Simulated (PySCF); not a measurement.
CH5NO2Si2, SMILES N#CO[SiH2][SiH2]O.

Coordinates come from a PBE0-D3(BJ)/def2-SVP optimisation. This is a generated structure with no PubChem entry under its InChIKey; it may be hypothetical. The values are those of a single conformer.

Computed with PBE0-D3(BJ)/def2-SVP (PySCF).

Frequencies are harmonic and unscaled.

Computed normal modes with their intensities:
| mode | ν (cm⁻¹) | IR (km/mol) | moving atoms (share of kinetic energy) |
|---|---|---|---|
| 1 | 15 | 2.0 | N 34 %, O 30 %, Si 21 %, H 13 % |
| 2 | 50 | 1.7 | O 45 %, Si 30 %, H 19 % |
| 3 | 71 | 4.8 | N 37 %, O 27 %, Si 20 %, H 10 % |
| 4 | 129 | 1.2 | O 44 %, Si 29 %, H 12 %, N 11 % |
| 5 | 197 | 101.5 | H 91 % |
| 6 | 233 | 10.5 | O 47 %, Si 31 %, C 8 % |
| 7 | 360 | 40.1 | H 95 % |
| 8 | 453 | 8.4 | Si 84 %, H 13 % |
| 9 | 521 | 7.3 | C 71 %, N 17 %, O 11 % |
| 10 | 540 | 10.9 | C 68 %, Si 15 %, N 12 % |
| 11 | 600 | 3.7 | H 74 %, Si 24 % |
| 12 | 680 | 71.7 | O 43 %, Si 23 %, H 19 % |
| 13 | 711 | 43.9 | H 80 %, O 12 % |
| 14 | 719 | 31.4 | H 90 % |
| 15 | 747 | 378.1 | H 90 % |
| 16 | 827 | 134.9 | H 74 %, O 14 %, Si 11 % |
| 17 | 854 | 84.5 | O 43 %, H 39 %, Si 18 % |
| 18 | 917 | 181.1 | H 80 %, Si 14 % |
| 19 | 950 | 2.8 | H 90 % |
| 20 | 968 | 94.5 | H 80 %, Si 15 % |
| 21 | 1233 | 181.9 | O 63 %, N 30 % |
| 22 | 2225 | 76.6 | H 97 % |
| 23 | 2233 | 73.5 | H 96 % |
| 24 | 2254 | 89.5 | H 97 % |
| 25 | 2279 | 88.9 | H 96 % |
| 26 | 2426 | 266.3 | C 66 %, N 31 % |
| 27 | 3922 | 133.6 | H 94 % |
